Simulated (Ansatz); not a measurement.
Geometry optimisation, RKS PBE-D4/def2-SVP (Ansatz).

The input (input.yaml):

```yaml
crystal:
  periodic: [false, false, false]
  atoms:
    - { symbol: Zr, position_ang: [0.34802, -0.505812, -0.431937] }
    - { symbol: F, position_ang: [0.084059, 0.144019, 2.667697] }
    - { symbol: Cl, position_ang: [2.139427, 0.274696, -1.727419] }
    - { symbol: F, position_ang: [-0.635787, 1.021991, 0.122088] }
    - { symbol: Cl, position_ang: [-1.114876, -1.793517, -1.7358] }
    - { symbol: "N", position_ang: [1.204229, -1.949464, 0.926729] }
    - { symbol: H, position_ang: [0.850975, -2.9091, 1.026015] }
    - { symbol: H, position_ang: [2.196054, -1.939278, 1.198916] }
    - { symbol: H, position_ang: [0.416699, -0.729135, 2.641012] }
basis:
  gaussian: { orbitals: def2-SVP }
hamiltonian:
  xc: pbe
  dispersion: d4
relax:
  f_tol: 0.03
  max_steps: 50
output:
  orbitals: {}
```

Command:

```bash
$ ansatz run input.yaml --threads 4 --pin off --max-ram 5120MiB --backend cpu --events-out ev --progress --plain --runs-dir out
```

Problem. Where does it end, and by what steps?

Solution. It converged. After 16 steps the energy has fallen by 2.426 eV; H9 moved furthest, 1.42 Å. Parted: F2–H9 (0.93 → 2.64 Å). Joined: Zr1–F2 (3.18 → 1.92 Å), N6–H9 (2.25 → 1.03 Å).

| step | energy less start (eV) | largest force component (eV/Å) | accepted |
| --- | --- | --- | --- |
| 0 | 0.0000 | 1.223 | yes |
| 1 | -0.1878 | 0.598 | yes |
| 2 | -0.2877 | 0.440 | yes |
| 3 | -0.4020 | 0.818 | yes |
| 4 | -0.6113 | 0.974 | yes |
| 5 | -0.8156 | 1.415 | yes |
| 6 | -1.0627 | 1.640 | yes |
| 7 | -1.4214 | 1.804 | yes |
| 8 | -1.8311 | 1.151 | yes |
| 9 | -2.0918 | 1.440 | yes |
| 10 | -2.2428 | 1.747 | yes |
| 11 | -2.3761 | 0.435 | yes |
| 12 | -2.3904 | 0.458 | yes |
| 13 | -2.0119 | 3.053 | no |
| 14 | -2.4178 | 0.183 | yes |
| 15 | -2.4251 | 0.063 | yes |
| 16 | -2.4258 | 0.019 | yes |

```xyz
9
Properties=species:S:1:pos:R:3
Zr 0.070 -0.065 0.045
F -0.199 0.393 1.885
Cl 2.240 0.305 -0.872
F -0.853 1.413 -0.739
Cl -1.234 -1.850 -0.848
N 1.231 -1.929 1.170
H 0.818 -2.842 0.934
H 2.228 -1.977 0.917
H 1.186 -1.835 2.195
```

Whether the end is a true minimum wasn't checked by a vibrational analysis.

Time of the run: 33 s on 4 threads of Arm Neoverse V2, with other jobs on the host, peak memory 0.19 GiB.
